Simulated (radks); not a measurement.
Coulomb parameter of the 4d shell of neutral silver in the model configuration [Kr] 4d9.5 5s1.5, as a second difference U = [E(n + 0.5) + E(n - 0.5) - 2 E(n)] / (0.5)^2 with all orbitals relaxed. "Bare": the charge of the atom changes with n. "Screened": the 5s shell takes up the change at fixed total charge, which measures U(4d,4d) + U(5s,5s) - 2 U(4d,5s). Calculated with a radial shooting solver on a logarithmic mesh with Libxc functionals: scalar-relativistic Kohn-Sham, PBE, spin-unpolarised, spherical densities, point nucleus.

case,configuration,E - E(n) (eV)
start,[Kr] 4d9.5 5s1.5,0.000
bare +0.5,[Kr] 4d10 5s1.5,-3.219
bare -0.5,[Kr] 4d9 5s1.5,5.939
screened +0.5,[Kr] 4d10 5s1,-1.773
screened -0.5,[Kr] 4d9 5s2,2.303

U(bare) = 10.878 eV, U(screened by 5s) = 2.120 eV, against the Slater integral F0(4d,4d) = 18.014 eV with frozen orbitals. The step up makes a negative ion, whose loosely bound charge lowers the bare value.
